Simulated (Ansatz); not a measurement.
`Cl[Si](Cl)(Cl)I` + `F[SiH2]N[SiH2]Cl` → `Cl[SiH2]N[Si](Cl)(Cl)Cl` + `F[SiH2]I`  (redistribution)

Isolated molecules relaxed with PBE0-D4/def2-TZVP in Ansatz; ΔE leaves out vibrations. CCSD(T)/CBS is the MP2 limit (def2-TZVPP, def2-QZVPP) plus CCSD(T) − MP2 in def2-TZVPP, frozen cores. Functionals use def2-TZVPP. B3LYP here is the variant with VWN-RPA as its local correlation; programs differ in this. Elements past krypton have def2 core potentials. For I outer-core shells are correlated without core-valence functions, which leaves a few kJ/mol of doubt a bond. One conformer a species, not always the lowest.

```json
{"level": "PBE-D4", "ΔE (kJ/mol)": "-6.5"}
{"level": "B3LYP", "ΔE (kJ/mol)": "-6.2"}
{"level": "HF/def2-TZVPP", "ΔE (kJ/mol)": "-13.9"}
{"level": "MP2/def2-TZVPP", "ΔE (kJ/mol)": "-7.0"}
{"level": "CCSD(T)/def2-TZVPP", "ΔE (kJ/mol)": "-10.1"}
{"level": "MP2/def2-QZVPP", "ΔE (kJ/mol)": "-5.4"}
{"level": "MP2/CBS(def2)", "ΔE (kJ/mol)": "-4.4"}
{"level": "CCSD/CBS(def2)", "ΔE (kJ/mol)": "-8.2"}
```

(1) What does CCSD(T)/CBS give? (Best estimate.)

Largest T1 diagnostic among the species: 0.011.

Answers

(1) Computed: -7.4 kJ/mol. The listed levels differ from it by 0.9, 1.2, -6.5, 0.4, -2.7, 2.0, 3.0, -0.8 kJ/mol.

In def2-TZVPP, CCSD(T) changes the Hartree–Fock value by +3.9 kJ/mol (the triples alone add +0.8 kJ/mol) and MP2 by +6.9 kJ/mol.
